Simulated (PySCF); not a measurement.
# Computed properties of Be(NH2)2 (BeH4N2), SMILES [NH2][Be][NH2]

Be(NH2)2 (BeH4N2), SMILES [Be]([NH2])[NH2]. The structure is a stationary point at r2SCAN-D4/def2-TZVP. Other conformers were not sampled. All values are computed for the isolated molecule unless a solvent is named; none is compared with measurement here.

**Structure.** The optimised structure has D2d symmetry. All 15 harmonic modes at r2SCAN-D4/def2-TZVP (PySCF) are real, so it is a minimum. With heavy atoms numbered as in [Be:1]([NH2:2])[NH2:5], the shortest bond between them is Be1–N2 at 1.511 Å and the longest Be1–N5 at 1.511 Å.

**Vibrations.** The strongest infrared lines (harmonic, unscaled, degenerate partners summed) lie at 350 cm⁻¹ (332 km/mol, H 81 %, N 18 %), 1583 cm⁻¹ (225 km/mol, H 78 %, N 16 %), 1421 cm⁻¹ (224 km/mol, Be 72 %, H 16 %, N 11 %). The softest mode is at 253 cm⁻¹ and the zero-point energy is 32.5 kcal/mol.

**Electronic structure.** PBE0/def2-TZVPD (PySCF) places the frontier levels at -7.08 and -0.19 eV, a gap of 6.89 eV, and gives a dipole moment of 0.00 D and a mean polarisability of 35.6 bohr³.

**Excitations.** TDA-CAM-B3LYP/def2-SVPD (PySCF) has S1 at 6.06 eV (205 nm, f = 0.176, bright); the most intense of the 10 singlets computed lies at 6.06 eV (f = 0.18). Strengths of degenerate partners are summed. T1 (TDA) is at 5.64 eV, 0.42 eV under S1. No vertical singlet excitation falls in the visible range (under 3.1 eV).

**NMR.** GIAO shifts at HF/pcSseg-2 (PySCF) (non-relativistic, atoms alike by connectivity averaged): ¹H at 0.8 ppm against TMS.
